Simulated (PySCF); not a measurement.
A series of related molecules.

All values: B3LYP/def2-SVPD (PySCF) at PBE0-D3(BJ)/def2-SVP geometries, gas phase, one conformer each. Core orbitals are frozen in the response; Δα² is half the sum of the squared differences of the principal polarisabilities. The calculation is non-relativistic, for germanium too.

(1) Rank by dipole moment, highest first.
A. `[F:1][B:2]1[CH2:3][CH2:4][CH2:5][CH2:6][CH2:7]1` with F1–B2–C3–C4 159°, B2–C3–C4–C5 41°, C3–C4–C5–C6 -60°, C4–C5–C6–C7 60°
B. `[N:1]#[C:2][CH2:3][B:4]1[CH2:5][CH2:6][CH2:7][CH2:8][CH2:9]1` with C2–C3–B4–C5 -12°, C3–B4–C5–C6 -160°, B4–C5–C6–C7 -40°, C5–C6–C7–C8 59°, C6–C7–C8–C9 -60°
C. `[SiH3:1][NH:2][B:3]1[CH2:4][CH2:5][CH2:6][CH2:7][CH2:8]1` with Si1–N2–B3–C4 -177°, N2–B3–C4–C5 -144°, B3–C4–C5–C6 -48°, C4–C5–C6–C7 59°, C5–C6–C7–C8 -59°
D. `[OH:1][B:2]([OH:3])[B:4]1[CH2:5][CH2:6][CH2:7][CH2:8][CH2:9]1` with H–O1–B2–O3 0°, O1–B2–O3–H 1°, B2–B4–C5–C6 -166°, B4–C5–C6–C7 -39°, C5–C6–C7–C8 59°, C6–C7–C8–C9 -59°
E. `[GeH3:1][O:2][B:3]1[CH2:4][CH2:5][CH2:6][CH2:7][CH2:8]1` with Ge1–O2–B3–C4 176°, O2–B3–C4–C5 152°, B3–C4–C5–C6 45°, C4–C5–C6–C7 -60°, C5–C6–C7–C8 60°

(2) Rank by vertical ionisation energy (ΔSCF), highest first.
A. `C1CCCB(C1)CC#N`
B. `FB1CCCCC1`
C. `[SiH3]SB1CCCCC1`
D. `C1CB(CCC1)[O][GeH3]`
E. `OB(O)B1CCCCC1`

(3) Rank by HOMO energy, highest first.
A. `[GeH3][O]B1CCCCC1`
B. `[SiH3]SB1CCCCC1`
C. `C1CCB(CC#N)CC1`
D. `OB(O)B1CCCCC1`
E. `FB1CCCCC1`

## Answers

(1) B (4.42 D), D (2.24 D), A (1.49 D), E (1.31 D), C (0.68 D).

(2) A (10.01 eV), B (9.81 eV), C (9.38 eV), E (9.20 eV), D (8.99 eV).

(3) A (-7.06 eV), D (-7.21 eV), B (-7.45 eV), E (-7.67 eV), C (-8.08 eV).

All values together:

| SMILES | formula | μ (D) | HOMO (eV) | LUMO (eV) | α (Å³) | Δα (Å³) | electrons | α per electron (Å³) | ΔSCF removal energy (eV) |
| --- | --- | --- | --- | --- | --- | --- | --- | --- | --- |
| OB(O)B1CCCCC1 | C5H12B2O2 | 2.24 | -7.21 | -1.40 | 13.95 | 4.60 | 68 | 0.205 | 9.20 |
| FB1CCCCC1 | C5H10BF | 1.49 | -7.67 | -0.43 | 10.47 | 1.98 | 54 | 0.194 | 9.81 |
| N#CCB1CCCCC1 | C7H12BN | 4.42 | -8.08 | -1.14 | 14.37 | 4.90 | 66 | 0.218 | 10.01 |
| [GeH3][O]B1CCCCC1 | C5H13BGeO | 1.31 | -7.06 | -0.27 | 15.62 | 4.73 | 88 | 0.177 | 8.99 |
| [SiH3]SB1CCCCC1 | C5H13BSSi | 1.33 | -7.45 | -0.94 | 18.08 | 7.29 | 78 | 0.232 | 9.38 |
| [SiH3]NB1CCCCC1 | C5H14BNSi | 0.68 | -7.40 | -0.11 | 15.95 | 5.32 | 70 | 0.228 | 9.35 |

Conformers: `[OH:1][B:2]([OH:3])[B:4]1[CH2:5][CH2:6][CH2:7][CH2:8][CH2:9]1` with H–O1–B2–O3 0°, O1–B2–O3–H 1°, B2–B4–C5–C6 -166°, B4–C5–C6–C7 -39°, C5–C6–C7–C8 59°, C6–C7–C8–C9 -59°; `[F:1][B:2]1[CH2:3][CH2:4][CH2:5][CH2:6][CH2:7]1` with F1–B2–C3–C4 159°, B2–C3–C4–C5 41°, C3–C4–C5–C6 -60°, C4–C5–C6–C7 60°; `[N:1]#[C:2][CH2:3][B:4]1[CH2:5][CH2:6][CH2:7][CH2:8][CH2:9]1` with C2–C3–B4–C5 -12°, C3–B4–C5–C6 -160°, B4–C5–C6–C7 -40°, C5–C6–C7–C8 59°, C6–C7–C8–C9 -60°; `[GeH3:1][O:2][B:3]1[CH2:4][CH2:5][CH2:6][CH2:7][CH2:8]1` with Ge1–O2–B3–C4 176°, O2–B3–C4–C5 152°, B3–C4–C5–C6 45°, C4–C5–C6–C7 -60°, C5–C6–C7–C8 60°; `[SiH3:1][S:2][B:3]1[CH2:4][CH2:5][CH2:6][CH2:7][CH2:8]1` with Si1–S2–B3–C4 175°, S2–B3–C4–C5 153°, B3–C4–C5–C6 45°, C4–C5–C6–C7 -59°, C5–C6–C7–C8 59°; `[SiH3:1][NH:2][B:3]1[CH2:4][CH2:5][CH2:6][CH2:7][CH2:8]1` with Si1–N2–B3–C4 -177°, N2–B3–C4–C5 -144°, B3–C4–C5–C6 -48°, C4–C5–C6–C7 59°, C5–C6–C7–C8 -59°.

**Question.** By how much does the ΔSCF value exceed −ε(HOMO) over the species that have both?

**Answer.** By 1.93 to 2.14 eV, 1.98 eV on average, over 6 species.
